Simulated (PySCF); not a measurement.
**Polarisability and C₆ of Rh²⁺ (rhodium, charge +2)**

[Kr] 4d7, high-spin 4F determinant. Computed with PySCF 2.14 in ANO-RCC-VTZP, with scalar relativity by spin-free X2C-1e. Coupled (time-dependent) response in atomic units; α is the mean over directions. The basis has no added diffuse functions, which lowers α and C₆.

```json
{"method": "UHF", "mean α (bohr³)": "6.329", "C₆ (like pair)": "33.62", "S(−4)": "9.879"}
{"method": "PBE", "mean α (bohr³)": "7.185", "C₆ (like pair)": "38.46", "S(−4)": "15.56"}
{"method": "PBE0", "mean α (bohr³)": "6.872", "C₆ (like pair)": "36.71", "S(−4)": "13.21"}
```

S(−4) is the Cauchy moment in α(ω) = α(0) + S(−4) ω² + …

Spin-orbit coupling is absent.

α(iu) at PBE0:

```
u (hartree)  α(iu) (bohr³)
          0          6.872
     0.0500          6.839
      0.100          6.744
      0.200          6.412
      0.300          5.977
      0.500          5.099
      0.750          4.208
       1.00          3.516
       1.50          2.511
       2.00          1.839
       3.00          1.070
       5.00         0.4743
```

A single London oscillator, α(iu) = α/(1 + u²/ω²), gives C₆ = (3/4) ω α². Matching the computed C₆ needs ω = 4 × 36.71 / (3 × 6.872²) = 1.04 hartree.

For an ion, C₆ is the dispersion term alone; charge-induced terms of lower order in 1/R come first.
